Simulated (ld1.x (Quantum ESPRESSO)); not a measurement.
**fluorine: one change to an RRKJ potential, before and after**

ld1.x (Quantum ESPRESSO) 7.5 input, shortened:

```
&input
   title='F', zed=9., rel=1, dft='PBESOL', iswitch=3,
   config='[He] 2s2 2p3'
 /
 &inputp
   pseudotype=2, tm=.false., lloc=1,
   nlcc=.true., new_core_ps=.true., rcore=0.50
 /
2
2S  1  0   2.00   0.00  0.55  0.55  0.0
2P  2  1   3.00   0.00  1.00  1.00  0.0
 &test
   configts(1)='2s2 2p3'
 /
```

Change: functional LDA (PZ).

Cutoffs: the cutoffs (Ry, on a coarse ladder) from which the occupation-weighted sum of valence levels, in a spherical-Bessel basis at the reference potential, stays within 10 and 1 mRy of its value at 400 Ry; they do not see the model core or the augmentation charge, which bear on the density cutoff. Errors are all-electron minus pseudo energies relative to the spin-unpolarised reference configuration.

Q: Predict the effect on cutoff, ghosts and configuration errors.

A: The potential gets neither clearly harder nor softer (230 Ry and 300 Ry → 230 Ry and 300 Ry); the number of tests with a reliable result goes from 7 to 9; of the 7 tests that both files solve, the error grows in 4 and shrinks in 1 by more than 15 % and 0.3 meV (median size 30.1 → 32.8 meV); neither file shows a bound ghost.

```tsv
quantity	base	changed
cutoff, loose	230 Ry	230 Ry
cutoff, tight	300 Ry	300 Ry
bound ghosts	none	none
error for 2s2 2p5, meV [ΔE -57.59 → -58.07 eV]	-3.7	-1.0
error for 2s2 2p4, meV [ΔE -38.28 → -38.51 eV]	+5.4	+6.6
error for 2s2 2p2, meV [ΔE 60.49 → 60.73 eV]	+30	+33
error for 2s2 2p4.5, meV [ΔE -50.08 → -50.44 eV]	+3.2	+5.2
error for 2s2 2p1, meV [ΔE 146.08 → 146.60 eV]	+244	+254
error for 2s1 2p5, meV [ΔE -19.29 → -19.86 eV]	+48	+57
error for 2s1 2p6, meV [ΔE -38.90 → -39.68 eV]	+41	+53
s: phases at 1.10 bohr within 0.05 rad from the reference energy up to (Ry; the scan ends near 5)	to the end of the scan	to the end of the scan
p: phases at 1.10 bohr within 0.05 rad from the reference energy up to (Ry; the scan ends near 5)	to the end of the scan	to the end of the scan
```
